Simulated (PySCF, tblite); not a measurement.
Isomers of C5H15NP2Si. Method: GFN2-xTB as coded in tblite; computed harmonic values from a numerical Hessian at the method's own geometry, unscaled. This tight-binding method is rough: wavenumbers can miss measured ones by several per cent, in bad cases by 10 to 20. Modes of hydrogen on phosphorus and silicon can be 10 to 20 % off. One conformer each.

Electronic energies: PBE0/pcSseg-1 single points on the GFN2-xTB geometries (PySCF, gas phase).

```tsv
SMILES	electronic energy, lowest = 0 (kJ/mol)
CP1(=N)CCP([SiH3])CC1	73.5
CN(C1CCC1)[SiH](P)P	103.9
C[C@@H]1CCN([SiH](P)P)C1	0.0
```

Question: How do GFN2-xTB zero-point energies change the relative energies?

Answer: 
```csv
SMILES,ZPE (kJ/mol),of it from modes above 1550 cm⁻¹,electronic (kJ/mol),"with ZPE, lowest = 0 (kJ/mol)",lowest mode (cm⁻¹),rings
C[C@@H]1CCN([SiH](P)P)C1,495.0,246.0,0.0,0.0,18,1
CP1(=N)CCP([SiH3])CC1,487.8,254.9,73.5,66.3,59,1
CN(C1CCC1)[SiH](P)P,493.2,247.2,103.9,102.1,17,1
```

The zero-point energies span 7.2 kJ/mol, from `CP1(=N)CCP([SiH3])CC1` to `C[C@@H]1CCN([SiH](P)P)C1`. The order is unchanged.

Question: And how do the electronic energies of GFN2-xTB itself compare?

Answer: `C[C@@H]1CCN([SiH](P)P)C1` 0.0; `CP1(=N)CCP([SiH3])CC1` 78.0; `CN(C1CCC1)[SiH](P)P` 74.3 kJ/mol, lowest = 0. Against the energies above, taken from the same isomer `C[C@@H]1CCN([SiH](P)P)C1`, the largest difference is 29.6 kJ/mol.
